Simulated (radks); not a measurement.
Charge is removed step by step from the 2s1/2 level of the thallium ion Tl2+, starting from [Xe] 4f14 5d10 6s1. All-electron calculation, Dirac Kohn-Sham, PBE, spin-unpolarised, spherical densities, point nucleus. Program: a radial shooting solver on a logarithmic mesh with Libxc functionals.

| removed (e) | E - E(0) (eV) | eigenvalue (eV) | E minus straight line (eV) |
|---|---|---|---|
| 0 | 0.000 | -15226.0 | 0.000 |
| 0.25 | 3813.8 | -15284.5 | -22.039 |
| 0.5 | 7642.3 | -15343.3 | -29.414 |
| 0.75 | 11485.5 | -15402.2 | -22.081 |
| 1 | 15343.4 | -15461.3 | 0.000 |

Removing the whole electron costs 15343.4 eV by Delta-SCF, against 15226.0 eV from minus the eigenvalue at the starting occupation. Slater's transition state (half an electron removed) gives 15343.3 eV. Integrating minus the eigenvalue over the occupation (Janak's theorem) gives 15343.4 eV. The mean slope of the eigenvalue, de/dn, is 235 eV per electron.
